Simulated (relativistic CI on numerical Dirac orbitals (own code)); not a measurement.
**Ti⁴⁺: L2,3 absorption edge**

Computed with this model: Dirac-Coulomb-Breit CI, orbitals from a KLI potential per configuration, model QED, valence Slater integrals scaled by 0.8, multiplet model of core-to-valence dipole absorption; configurations [Ne] 3s2 3p6 → [He] 2s2 2p5 3s2 3p6 3d; 300 K; Lorentzian 0.6 eV and Gaussian 0.3 eV FWHM. Energies are those of the free ion, without screening or charge transfer. The branching ratio is the share of the lower-energy edge in the whole absorption, uncertain by about 0.02 where the edges overlap. S is read from ⟨S²⟩ = S(S + 1).

Field parameters in Wybourne normalisation: D3d B²₀ = −7Dσ, B⁴₀ = −14Dq − 21Dτ, B⁴₃ = −14√(10/7) Dq; Td as Oh with Dq negative (B⁴₀ = 21Dq, B⁴₄ = √(5/14) B⁴₀). The field is a parameter set, without covalency.

Peaks in eV (height, largest 100): 464.9 (55), 468.0 (11), 470.3 (100).

(1) Which surroundings give this spectrum?
A. D3d, 10Dq = 25950, Dσ = 1180, Dτ = 130 cm⁻¹
B. free ion
C. Td, 10Dq = -12400 cm⁻¹
D. Td, 10Dq = -9500 cm⁻¹

Results:

(1) D. Td, 10Dq = -9500 cm⁻¹, where the ground state has S = 0.00.
